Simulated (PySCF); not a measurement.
## ZnS: energy against distance

Set-up: Zn cc-pVDZ-PP with ECP10, S cc-pV(D+d)Z; scalar-relativistic core potentials (PySCF 2.14). Energies in eV from Zn + S in their ground configurations at the same level. State: ¹Σ⁺ (singlet), closed shell.

All columns are PBE0. A positive dipole means Zn(−)S(+).

```json
{"R (Å)": "1.757", "E (eV)": "-0.273", "μ (D)": "-4.64", "Mulliken charge on Zn (basis-dependent)": "0.36", "HOMO (eV)": "-6.85", "LUMO (eV)": "-3.66", "Mayer bond order": "2.31", "⟨S²⟩": "0.00"}
{"R (Å)": "1.839", "E (eV)": "-0.919", "μ (D)": "-4.86", "Mulliken charge on Zn (basis-dependent)": "0.38", "HOMO (eV)": "-6.72", "LUMO (eV)": "-3.82", "Mayer bond order": "2.20", "⟨S²⟩": "0.00"}
{"R (Å)": "1.920", "E (eV)": "-1.265", "μ (D)": "-5.05", "Mulliken charge on Zn (basis-dependent)": "0.40", "HOMO (eV)": "-6.60", "LUMO (eV)": "-3.96", "Mayer bond order": "2.11", "⟨S²⟩": "0.00"}
{"R (Å)": "1.982", "E (eV)": "-1.382", "μ (D)": "-5.16", "Mulliken charge on Zn (basis-dependent)": "0.40", "HOMO (eV)": "-6.53", "LUMO (eV)": "-4.06", "Mayer bond order": "2.04", "⟨S²⟩": "0.00"}
{"R (Å)": "2.043", "E (eV)": "-1.411", "μ (D)": "-5.25", "Mulliken charge on Zn (basis-dependent)": "0.41", "HOMO (eV)": "-6.46", "LUMO (eV)": "-4.15", "Mayer bond order": "1.97", "⟨S²⟩": "0.00"}
{"R (Å)": "2.104", "E (eV)": "-1.373", "μ (D)": "-5.32", "Mulliken charge on Zn (basis-dependent)": "0.41", "HOMO (eV)": "-6.40", "LUMO (eV)": "-4.23", "Mayer bond order": "1.89", "⟨S²⟩": "0.00"}
{"R (Å)": "2.186", "E (eV)": "-1.249", "μ (D)": "-5.39", "Mulliken charge on Zn (basis-dependent)": "0.41", "HOMO (eV)": "-6.33", "LUMO (eV)": "-4.33", "Mayer bond order": "1.80", "⟨S²⟩": "0.00"}
{"R (Å)": "2.288", "E (eV)": "-1.023", "μ (D)": "-5.43", "Mulliken charge on Zn (basis-dependent)": "0.41", "HOMO (eV)": "-6.26", "LUMO (eV)": "-4.43", "Mayer bond order": "1.67", "⟨S²⟩": "0.00"}
{"R (Å)": "2.411", "E (eV)": "-0.701", "μ (D)": "-5.44", "Mulliken charge on Zn (basis-dependent)": "0.40", "HOMO (eV)": "-6.20", "LUMO (eV)": "-4.54", "Mayer bond order": "1.52", "⟨S²⟩": "0.00"}
{"R (Å)": "2.574", "E (eV)": "-0.259", "μ (D)": "-5.36", "Mulliken charge on Zn (basis-dependent)": "0.38", "HOMO (eV)": "-6.17", "LUMO (eV)": "-4.65", "Mayer bond order": "1.31", "⟨S²⟩": "0.00"}
```

A fit through these points gives, at Re = 2.035 Å, μ = -5.24 D and dμ/dR = -1.36 D/Å; the reduced mass is 21.31 u.

Question: How strong is the fundamental in the double-harmonic approximation, I = 42.26·(dμ/dR)²/μred km/mol?

Answer: I = 42.26·(-1.36)²/21.31 = 3.67 km/mol at PBE0.
